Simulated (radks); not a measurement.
Values are calculated unless marked as measured or tabulated.
Hg I, 80 electrons, occupied as [Hg].

Level of theory: scalar-relativistic Kohn-Sham, PBE, spin-polarised, spherical densities, point nucleus; hard spherical wall at 5 bohr (a radial shooting solver on a logarithmic mesh with Libxc functionals).

Energy parts (eV):
| part | energy |
|---|---|
| total | -533959.19 |
| kinetic | 599608.69 |
| electron-nucleus | -1330573.88 |
| Hartree | 207085.04 |
| exchange-correlation | -10079.04 |

Orbitals (lengths in bohr, moments of r in powers of bohr; r(max) is where P^2 peaks):
orbital  occ.  eigenvalue (eV)   <1/r>   r(max)      <r^2>
1s          2        -83186.48   97.67  0.01022  0.0003805
2s          2        -14741.65   22.91  0.05913   0.005793
2p          6        -12709.33   20.28  0.04906   0.004898
3s          2        -3496.944   8.490   0.1667    0.03732
3p          6        -2909.904   7.721   0.1664    0.03848
3d         10        -2293.029   7.259   0.1355    0.03187
4s          2        -767.5725   3.644   0.3756     0.1798
4p          6        -575.1590   3.284   0.3958     0.2057
4d         10        -347.0637   2.947   0.4028     0.2327
4f         14         -94.2098   2.534   0.3666     0.2811
5s          2        -116.5313   1.505   0.8274     0.9118
5p          6         -64.8832   1.278   0.9282      1.224
5d         10          -8.3423  0.8850    1.164      2.632
5f          0          18.4692  0.3563    3.252      10.14
6s          2          -5.0384  0.5111    2.183      6.503
6p          0           3.1134  0.4289    2.737      8.542
7s          0          18.8417  0.4555    3.771      10.59

The highest occupied level is 6s at -5.038 eV. The pressure on the wall is 9.92 GPa. Summed over all electrons, <r^2> = 57.02 bohr^2, which gives a Langevin (diamagnetic) susceptibility term of -45.2 x 10^-6 cm^3/mol. The density falls to 0.001 e/bohr^3 at r = 4.06 bohr.

Run on one thread of a shared host, so times are rough (Intel(R) Xeon(R) Platinum 8259CL CPU @ 2.50GHz): 0.62 s of CPU time, 0.62 s wall, 15 iterations on 2216 mesh points.
